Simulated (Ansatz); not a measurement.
Geometry optimisation, RKS PBE0/STO-3G in Ansatz 0.2.0.

input.yaml

```yaml
crystal:
  periodic: [false, false, false]
  atoms:
    - { symbol: O, position_ang: [-1.0443, -1.1895, -0.1828] }
    - { symbol: C, position_ang: [-0.005, -0.2802, -0.364] }
    - { symbol: Si, position_ang: [1.5711, -1.2489, -0.4419] }
    - { symbol: Si, position_ang: [-0.1205, 0.729, -1.9476] }
    - { symbol: B, position_ang: [0.0842, 0.7356, 0.8451] }
    - { symbol: Si, position_ang: [-1.1848, 0.741, 2.3414] }
    - { symbol: H, position_ang: [-1.0855, -1.7593, -0.9688] }
    - { symbol: H, position_ang: [1.6065, -2.1638, -1.5728] }
    - { symbol: H, position_ang: [1.7692, -1.9956, 0.8613] }
    - { symbol: H, position_ang: [2.7399, -0.3261, -0.5654] }
    - { symbol: H, position_ang: [-0.2566, -0.1942, -3.0745] }
    - { symbol: H, position_ang: [0.9669, 1.6401, -2.0808] }
    - { symbol: H, position_ang: [-1.4895, 1.5235, -1.8988] }
    - { symbol: H, position_ang: [0.9203, 1.5615, 0.9035] }
    - { symbol: H, position_ang: [-1.8654, 2.0117, 2.4158] }
    - { symbol: H, position_ang: [-2.1798, -0.3002, 2.1733] }
    - { symbol: H, position_ang: [-0.4456, 0.5152, 3.5972] }
basis:
  gaussian: { orbitals: STO-3G }
hamiltonian:
  xc: pbe0
relax:
  f_tol: 0.02
  max_steps: 40
scf:
  lower_state_search: "off"
```

Run as:

```bash
$ ansatz run input.yaml --threads 1 --pin off --max-ram 2048MiB --backend cpu --events-out ev --progress --plain --runs-dir out
```

Problem. Where does it end, and by what steps?

Solution. The forces met the threshold. The force dipped under the threshold on the way, but the program's further checks kept it going. Limits of this set-up: minimal basis. After 8 steps the energy has fallen by 0.788 eV; H13 moved furthest, 0.22 Å.

```
step  energy less start (eV)  largest force component (eV/Å)  accepted
   0                  0.0000                           3.596       yes
   1                 -0.6904                           1.077       yes
   2                 -0.7743                           0.349       yes
   3                 -0.7639                           0.533        no
   4                 -0.7839                           0.096       yes
   5                 -0.7864                           0.032       yes
   6                 -0.7877                           0.016       yes
   7                 -0.7880                           0.027       yes
   8                 -0.7881                           0.008       yes
```

```xyz
17
Properties=species:S:1:pos:R:3
O -1.161 -1.259 -0.245
C -0.039 -0.313 -0.353
Si 1.652 -1.210 -0.383
Si -0.174 0.775 -1.923
B 0.032 0.670 0.827
Si -1.206 0.714 2.346
H -1.061 -1.824 -1.092
H 1.597 -2.212 -1.423
H 1.912 -1.871 0.874
H 2.721 -0.287 -0.674
H -0.345 -0.109 -3.053
H 1.024 1.557 -2.114
H -1.318 1.652 -1.852
H 0.909 1.451 0.794
H -1.844 2.010 2.421
H -2.245 -0.285 2.308
H -0.475 0.541 3.582
```

Whether the end is a true minimum wasn't checked by a vibrational analysis.

Run time: 39 s on 1 thread of Arm Neoverse V1, with other jobs on the host, peak memory 0.14 GiB.
